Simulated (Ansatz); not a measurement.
C₃H₆OSe (`C=C[Se]CO`). Charge 0, multiplicity 1.

Z-matrix (Å, degrees):
```
C
O 1 1.389
Se 1 1.962 2 115.0
H 1 1.096 2 112.9 3 121.9
H 1 1.089 2 107.7 3 -117.6
H 2 0.962 1 108.8 3 -57.0
C 3 1.894 1 95.8 2 80.6
C 7 1.326 3 124.2 1 -144.7
H 7 1.088 3 114.6 1 39.2
H 8 1.084 7 122.1 3 4.2
H 8 1.085 7 120.6 3 -174.9
```

(1) List the harmonic frequencies (cm⁻¹, unscaled) at PBE0-D4/def2-TZVP in Ansatz. (Estimate.)

(2) Is this a minimum?

(3) Give the ideal-gas thermochemistry at 298.15 K and 1 bar (rigid rotor, harmonic oscillator; point group C1, symmetry number 1).

(4) And at 400, 500, 600, 800 and 1000 K?

(5) Rotational constants (cm⁻¹)?

Answers

(1) Computed: 42, 113, 180, 285, 358, 367, 583, 607, 623, 876, 941, 995, 1026, 1096, 1189, 1271, 1300, 1389, 1416, 1472, 1663, 3038, 3147, 3148, 3162, 3243, 3844.

(2) Yes, all 27 modes are real.

(3) Zero-point energy 223.6 kJ/mol; H(298) − E = 244.0 kJ/mol; entropy 352.9 J/(mol·K), of which translation 170.2, rotation 113.9, vibration 68.8; G(298) − E = 138.8 kJ/mol. Modes under 100 cm⁻¹ are hindered rotations or soft bends, so the harmonic entropy is rough.

(4) 
```
T (K)  H − E (kJ/mol)  S (J/mol/K)  G − E (kJ/mol)
  400           255.6        386.0           101.1
  500           268.8        415.6            61.0
  600           283.7        442.6            18.1
  800           317.2        490.6           -75.3
 1000           354.4        532.1          -177.7
```

(5) 0.1654, 0.07504, 0.05685.
